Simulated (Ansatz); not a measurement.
Born–Oppenheimer molecular dynamics of FGeH₃O (6 atoms, charge 0, multiplicity 1). It goes on from the last frame of an earlier run, with new velocities.

Method: Ansatz 0.2.0, RKS PBE0-D4/def2-SVP.

```yaml
ensemble: NVT, Langevin thermostat
time_step: 0.5 fs
steps_asked: 100
set_temperature: 300 K
friction: 0.01 /fs
temperature_schedule: 25 steps to 300 K, then 75 steps to 10 K
seed: 385705
```

First frame:

```xyz
6
Properties=species:S:1:pos:R:3
Ge 0.082 -0.053 0.089
H 0.122 0.057 1.597
H 1.365 0.005 -0.752
F -0.887 1.258 -0.524
O -0.636 -1.565 -0.452
H -1.403 -1.942 0.038
```

Task: How far do the bonds stretch over the last three quarters of this one trajectory? (Pairs bonded in most of those frames.)

Result: 
```tsv
bond	mean (Å)	spread (Å)	shortest	longest
Ge1–H2	1.541	0.030	1.48	1.59
Ge1–H3	1.531	0.022	1.49	1.57
Ge1–F4	1.747	0.018	1.72	1.77
Ge1–O5	1.769	0.017	1.74	1.79
O5–H6	0.966	0.021	0.93	1.00
```

Mean temperature of the second half: 139 K. The schedule's set-point averaged 107 K over the second half and the system 139 K, so it lags behind the ramp. A run of 0.05 ps of so small a system gives no equilibrium averages.

The run took 4.3 min on 1 thread of Arm Neoverse V1 (shared host), peak memory 0.14 GiB.
